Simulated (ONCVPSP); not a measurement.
**Which setting gave this result? (W (Z = 74), ONCV)**

Base potential:

W (Z = 74), optimised norm-conserving Vanderbilt (ONCV), made with ONCVPSP 4.0.1 (PBE, scalar-relativistic). Core [Kr] 4d10 4f14, reference 5s2 5p6 5d4 6s2. Waves: 5s+6s: rc 1.80 bohr, ncon 4, nbas 8, qcut 7.4 1/bohr, 2 projectors; 5p: rc 1.75 bohr, ncon 3, nbas 6, qcut 8.1 1/bohr, 2 projectors, debl 3.8 Ha; 5d: rc 2.80 bohr, ncon 4, nbas 9, qcut 4.8 1/bohr, 2 projectors, debl 3 Ha. Local part: polynomial inside 1.20 bohr (lpopt 5, dvloc0 2 Ha). Core correction: Teter function, fcfact 2, rcfact 1.8.

Cutoffs, loose and tight: the cutoffs (Ha) at which the residual kinetic energy of the hardest occupied pseudo-wave falls to 1 and 0.1 mHa per electron. They do not see the model core or the augmentation charge, which bear on the density cutoff. Test errors are all-electron minus pseudo excitation energies from the reference, over the configurations 5s2 5p6 5d4 6s1; 5s2 5p6 5d4 6s0; 5s2 5p6 5d3 6s0; 5s2 5p6 5d5 6s1; variants that change the core or the reference have their own tests.

Only the scale of all radii but the core radius (base = 1) is moved:

```csv
scale of all radii but the core radius (base = 1),"cutoff, loose","cutoff, tight",bound ghosts,largest test error (meV)
0.78,27 Ha,44 Ha,s,-73
0.85,24 Ha,29 Ha,none,-79
0.88,23 Ha,28 Ha,none,-80
0.96,21 Ha,26 Ha,none,-84
1,19 Ha,25 Ha,none,-87
1.12,15 Ha,20 Ha,none,-88
1.21,13 Ha,18 Ha,none,-86
1.26,13 Ha,17 Ha,none,-90
1.31,12 Ha,16 Ha,none,-101
```

One more run gave cutoff, loose: 17 Ha; cutoff, tight: 23 Ha; bound ghosts: none; largest test error (meV): -87. Which value of the scale of all radii but the core radius (base = 1) was used?

1.09. The tight cutoff moves one way along this sweep, from 44 Ha at 0.78 to 16 Ha at 1.31, which places the run between 1 and 1.12.
